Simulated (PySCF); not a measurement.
MoOF2, SMILES [O]=[Mo]([F])[F] (connectivity only; charge and spin as stated), neutral, multiplicity 3.

Geometry: B3LYP-D3(BJ)/def2-TZVP. The spin state was assumed, not searched. The def2 effective core potentials stand for the cores of Mo; spin–orbit coupling is left out.

All values below come from PySCF with B3LYP-D3(BJ)/def2-TZVP.

Frequencies are harmonic and unscaled.

Computed vibrational spectrum:
```tsv
mode	ν (cm⁻¹)	IR (km/mol)	moving atoms (share of kinetic energy)
1	150	25.3	Mo 35 %, F 35 %, O 30 %
2	167	8.3	F 84 %, Mo 13 %
3	205	16.2	O 62 %, F 26 %, Mo 12 %
4	652	84.9	F 91 %, Mo 8 %
5	664	195.6	F 76 %, Mo 23 %
6	1058	172.0	O 86 %, Mo 14 %
```
